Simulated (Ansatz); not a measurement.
Cost and result up the ladder for Li8Cl8 (started as a model of: 1x4x4 LiCl rock-salt block) (16 atoms). Total charge 0; singlet. Geometry: PBE0-D4/def2-SVP.

```
atom   x (Å)   y (Å)   z (Å)
 Li1  -1.693  -3.513  -1.877
 Cl2  -2.030  -2.926   0.209
 Li3  -0.749  -2.532   2.081
 Cl4  -0.815  -1.829   4.155
 Cl5  -0.381  -2.070  -2.879
 Li6  -0.590  -1.219  -0.652
 Cl7   0.927  -1.053   1.132
 Li8   0.382  -0.187   3.335
 Li9  -0.379   0.186  -3.335
Cl10  -0.929   1.055  -1.135
Li11   0.586   1.221   0.652
Cl12   0.379   2.070   2.881
Cl13   0.822   1.826  -4.155
Li14   0.751   2.532  -2.082
Cl15   2.027   2.927  -0.208
Li16   1.693   3.512   1.879
```

Ansatz on 4 threads of Intel Xeon on a shared host. Times are rough, and most runs start from the orbitals of an earlier one. PBE0-D4/def2-TZVP serves as the yardstick here, not as an exact answer. Differences are given only for rows in sets of like size (and for xTB, whose basis is part of the method), since another set adds its own error. Binding counts from free atoms at the same level (Li doublet, Cl doublet; other spins of the atoms weren't run), without zero-point energy or a counterpoise term.

B3LYP takes the VWN-RPA correlation. Correlated methods freeze 40 core orbitals; core or outer-core shells of Li are correlated, in sets that lack core-valence functions. The rows differ in basis, and correlated rows in double-zeta sets carry the largest basis error.

Correlated methods converge slowly with the basis, most of all in double-zeta sets.

```json
{"level": "MP2/def2-SVP", "functions": "216", "binding energy per atom (eV)": "3.16", "difference from PBE0-D4/def2-TZVP (eV)": "–"}
{"level": "HF/def2-TZVP (with forces)", "functions": "408", "binding energy per atom (eV)": "2.53", "difference from PBE0-D4/def2-TZVP (eV)": "-0.62"}
{"level": "HF/6-31G", "functions": "176", "binding energy per atom (eV)": "2.49", "difference from PBE0-D4/def2-TZVP (eV)": "–"}
{"level": "PBE-D4/def2-SVP", "functions": "216", "binding energy per atom (eV)": "3.32", "difference from PBE0-D4/def2-TZVP (eV)": "–"}
{"level": "r2SCAN-D4/def2-TZVP (with forces)", "functions": "408", "binding energy per atom (eV)": "3.20", "difference from PBE0-D4/def2-TZVP (eV)": "0.05"}
{"level": "B3LYP-D4/6-31G", "functions": "176", "binding energy per atom (eV)": "3.09", "difference from PBE0-D4/def2-TZVP (eV)": "–"}
{"level": "PBE0-D4/def2-TZVP", "functions": "408", "binding energy per atom (eV)": "3.15", "difference from PBE0-D4/def2-TZVP (eV)": "0.00"}
{"level": "PBE-D4/def2-TZVP", "functions": "408", "binding energy per atom (eV)": "3.17", "difference from PBE0-D4/def2-TZVP (eV)": "0.02"}
{"level": "PBE0-D4/def2-SVP", "functions": "216", "binding energy per atom (eV)": "3.30", "difference from PBE0-D4/def2-TZVP (eV)": "–"}
{"level": "B97M-V/def2-TZVP", "functions": "408", "binding energy per atom (eV)": "3.26", "difference from PBE0-D4/def2-TZVP (eV)": "0.11"}
```

Task: Estimate how long each takes.

Result: HF/6-31G 4.6 s; PBE-D4/def2-SVP 6.5 s; MP2/def2-SVP 9 s; B3LYP-D4/6-31G 10 s; PBE0-D4/def2-SVP 10 s; PBE-D4/def2-TZVP 11 s; r2SCAN-D4/def2-TZVP (with forces) 24 s; HF/def2-TZVP (with forces) 29 s; B97M-V/def2-TZVP 30 s; PBE0-D4/def2-TZVP 34 s. On shared hardware such times vary by a factor of up to 3.
